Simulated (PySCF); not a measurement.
## Diatomic cations of Sn with group 15

PBE0 with double-zeta basis sets in PySCF, for the lowest determinant that a PBE0 search found; no spin–orbit coupling. De refers to high-spin ground-configuration atoms (the charge goes to the atom of lower measured ionisation energy or higher electron affinity, which is not always the lowest computed limit). A positive dipole points towards Sn; it is taken about the centre of mass and depends on that origin.

```tsv
M	basis	charged atom	state (unpaired electrons)	Re (Å)	ωe (cm⁻¹)	De (eV)	μ (D)
N	def2-SVP	Sn+	triplet (π ↑↑)	2.142	541	1.59	1.95
P	def2-SVPD	Sn+	triplet (π ↑↑)	2.532	332	2.28	0.01
As	def2-SVP	Sn+	triplet (π ↑↑)	2.617	234	2.21	1.71
Bi	def2-SVP	Bi+	triplet (π ↑↑)	2.869	166	n/a	3.01
```

The shortest bond is that of SnN⁺ (2.142 Å), the longest that of SnBi⁺ (2.869 Å).

The rows differ in basis set, which adds steps of its own.

Down a group the atoms grow and get heavier, so bonds lengthen and wavenumbers fall; this series shows no clear exception.

Spin–orbit coupling is left out, which matters for elements this heavy, above all for dissociation energies. For an ion De counts to the pair picked by the measured ionisation energies or electron affinities, which need not be the lowest pair at this level. States were picked by a PBE0 search and need not be the measured ground states.
